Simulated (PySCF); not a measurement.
Identify the unknown among the candidates.

All candidates are C7H10NP.

| technique | computed result |
| --- | --- |
| 1H NMR | chemical shifts (computed TMS as zero) by class: 9.03 (2 H), 7.29 (2 H), 3.18 (6 H) ppm [GIAO PBE0/pcSseg-1] |
| Dipole | 4.68 D [PBE0/pcSseg-1] |
| Rotational structure | rotational constants A, B, C: 3.326, 0.893, 0.713 GHz [GFN2-xTB] |
| NMR, other nuclei | isotropic shieldings of nuclei other than C and H, by class: 196 (1 N), 171 (1 P) ppm [GIAO PBE0/pcSseg-1] |
| 13C NMR | chemical shifts (computed TMS as zero) by class: 165.5 (2 C), 152.0 (1 C), 121.8 (2 C), 41.8 (2 C) ppm [GIAO PBE0/pcSseg-1] |

Gas-phase values; electronic properties from PySCF, density fitting. Levels stand in brackets. Isolated species at its GFN2-xTB geometry, gas phase. NMR values are class means; diastereotopic atoms form classes of their own.

Problem. Which candidate is it?
A. `Cc1cn(C2CC2)cp1`
B. `CN(C)c1ccpcc1`
C. `CC(C)c1cnccp1`

Solution. B. It is `CN(C)c1ccpcc1`. Numbering: `[CH3:1][N:2]([CH3:3])[c:4]1[cH:5][cH:6][p:7][cH:8][cH:9]1`. 7 carbons fall into 4 classes; from least to most shielded: aromatic CH carbon [C6/C8] (165.5 ppm, 2 C), aromatic carbon bearing nitrogen [C4] (152.0 ppm), aromatic CH carbon [C5/C9] (121.8 ppm, 2 C), N-methyl carbon [C1/C3] (41.8 ppm, 2 C). Hydrogen classes from least to most shielded: 2 H on 2 aromatic CH carbons, C6/C8 (9.03 ppm), 2 H on 2 aromatic CH carbons, C5/C9 (7.29 ppm), 6 H on 2 N-methyl carbons, C1/C3 (3.18 ppm, a mean of values up to 0.5 ppm apart in this geometry). The other shieldings belong to: 196 ppm, aniline-type nitrogen [N2]; 171 ppm, phosphorus bonded to 2 C [P7]. The optimised geometry has point group C2 and is an asymmetric top.

The others, at the same levels:
- `Cc1cn(C2CC2)cp1` fails: it has 6 carbon classes against 4; its computed 13C shifts are 161.7 (1 C), 151.9 (1 C), 133.2 (1 C), 33.5 (1 C), 18.2 (1 C), 9.5 (2 C) ppm, 1H shifts are 8.09 (1 H), 7.30 (1 H), 3.43 (1 H), 2.56 (3 H), 0.99 (2 H), 0.89 (2 H) ppm and rotational constant A is 3.095 GHz (against 3.326 GHz).
- `CC(C)c1cnccp1` fails: it has 6 carbon classes against 4; its computed 13C shifts are 184.2 (1 C), 157.7 (1 C), 155.1 (1 C), 155.0 (1 C), 41.7 (1 C), 27.7 (2 C) ppm, 1H shifts are 9.44 (1 H), 9.30 (1 H), 8.81 (1 H), 3.24 (1 H), 1.45 (6 H) ppm and rotational constant A is 2.511 GHz (against 3.326 GHz).

Each candidate is one conformer, not necessarily the lowest. Dipoles, sizes and rotational constants follow the conformer. The torsions of the flexible species, by atom-mapped SMILES:
- `[CH3:1][N:2]([CH3:3])[c:4]1[cH:5][cH:6][p:7][cH:8][cH:9]1`: C1–N2–C4–C5 -169°
- `[CH3:1][c:2]1[cH:3][n:4]([CH:5]2[CH2:6][CH2:7]2)[cH:8][p:9]1`: C3–N4–C5–C6 -57°
- `[CH3:1][CH:2]([CH3:3])[c:4]1[cH:5][n:6][cH:7][cH:8][p:9]1`: C1–C2–C4–C5 -62°
